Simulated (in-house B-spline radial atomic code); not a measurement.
Atomic self-consistent-field run: Sn VIII (Sn7+). Computed with a B-spline radial code for spherical atoms: scalar-relativistic (X2C) TPSSh, spin-polarised, spherical fractional occupations, exact exchange averaged over the configuration, Fermi nucleus of rms radius 4.6519 fm.

Command:
```bash
python run_scf.py task.json out
```
Settings (nuclear radius in fm, mass in u):
```
Z                50
configuration    [Kr] 4d7
hamiltonian      x2c
method           tpssh
spin_polarised   True
nucleus          fermi
rms_radius       4.6519
atomic_mass      119.9022
speed_of_light   137.035999084
exact_exchange   averaged over the configuration
```

Output (hartree, bohr):
```
 radial grid: 66 intervals, B-splines of order 8, outer radius 13.5065 bohr

 iter        energy (Eh)    residual
    1       -6162.328890    8.23e-02
    2       -6162.333117    1.59e-03
    3       -6162.333133    4.88e-04
    4       -6162.333134    1.84e-04
    5       -6162.333134    3.72e-05
    6       -6162.333134    1.02e-05
    7       -6162.333134    1.35e-06
    8       -6162.333134    1.07e-07

 total energy                     -6162.33313
 kinetic                            6490.1679
 electron-nucleus                 -14786.2139
 Hartree                            2296.4422
 exact exchange                      -15.9935
 exchange-correlation               -146.7358

 orbital      occ     eigenvalue          <r>       <r^2>       <1/r>       r_max
 1s up      1.000     -1070.8031    0.0284654  0.00110705     55.5068     0.01808
 1s down    1.000     -1070.8034    0.0284654  0.00110705     55.5068     0.01808
 2s up      1.000      -165.5880     0.124931   0.0184677     12.5896      0.1059
 2s down    1.000      -165.5537     0.124919   0.0184643     12.5913      0.1059
 2p up      3.000      -149.0708     0.109306   0.0146024     11.7022     0.08463
 2p down    3.000      -149.0423     0.109291   0.0145985     11.7036     0.08462
 3s up      1.000       -35.4824       0.3384    0.131063     4.41293      0.3071
 3s down    1.000       -35.4686     0.338358    0.131003     4.41215      0.3072
 3p up      3.000       -30.0478     0.336849    0.131758     4.12283      0.3005
 3p down    3.000       -30.0293     0.336775    0.131663     4.12233      0.3006
 3d up      5.000       -21.6702     0.314117     0.11708     3.86998      0.2509
 3d down    5.000       -21.6341     0.314149    0.117064     3.86872      0.2511
 4s up      1.000        -9.0173     0.804162    0.728674     1.74289      0.7413
 4s down    1.000        -8.8773     0.803407    0.727682     1.74628        0.74
 4p up      3.000        -7.3223      0.85743    0.834074     1.58842      0.7793
 4p down    3.000        -7.1735     0.857607    0.835078     1.58951      0.7778
 4d up      5.000        -4.7823     0.978073     1.10405     1.34362      0.8512
 4d down    2.000        -4.6551     0.982918     1.11708     1.33941      0.8509
```

Run time, properties included: 0.62 s on 1 thread of Intel(R) Xeon(R) Platinum 8488C (shared host).

One-electron X2C: radii and densities carry no picture-change correction, so inner-shell <1/r> comes out high (for 1s by about 2 % at Z = 33, 5 % at 54, 10 % at 75, 30 % at 118) and <r> low.
